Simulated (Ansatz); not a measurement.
Reaction (silylene formation by 1,1-elimination): `C[Si](N)(O)S` → CH₃NH₂ + `O[Si]S`

Calculated with Ansatz (gas phase, PBE0-D4/def2-TZVP geometries, no zero-point term in ΔE). CBS: MP2 limit from def2 TZ/QZ plus the TZ coupled-cluster correction, frozen cores. This one scheme is used for every species. Functionals use def2-TZVPP. HSE06 is defined as in plane-wave codes. Each species was taken in one conformer, which may not be the lowest.

CCSD(T)/CBS gives +72.1 kcal/mol.

Task: Another level gave +71.6 kcal/mol. Which?
A. SCS-MP2/def2-TZVPP
B. r2SCANh/def2-TZVPP
C. CCSD/def2-TZVPP
D. HSE06/def2-TZVPP

Result: A. SCS-MP2/def2-TZVPP 71.6, HSE06 69.1, CCSD/def2-TZVPP 70.2, r2SCANh 74.5 kcal/mol.

Largest T1 diagnostic among the species: 0.015.

Leaving LDA and LC-ωPBE aside and taking each functional with its dispersion term where it has one, the values, not all of them listed here, spread over 13.3 kcal/mol, from BLYP-D4 to r2SCAN0-D4. LDA lies +9.8 kcal/mol from PBE without D4. From BLYP to BHLYP (50 % exact exchange), in def2-TZVPP and without D4, ΔE moves by +12.4 kcal/mol. The D4 term adds +4.8 kcal/mol with B3LYP and +2.6 kcal/mol with PBE0; it sums over pairs of atoms, weighted by their polarisabilities, and B3LYP, whose exchange is more repulsive, gets the larger term.

CCSD(T)/CBS has its own doubt, a few kJ/mol and more with outer-core shells, so smaller differences from it don't rank the levels.

B3LYP here is the variant with VWN-RPA as its local correlation; programs differ in this.
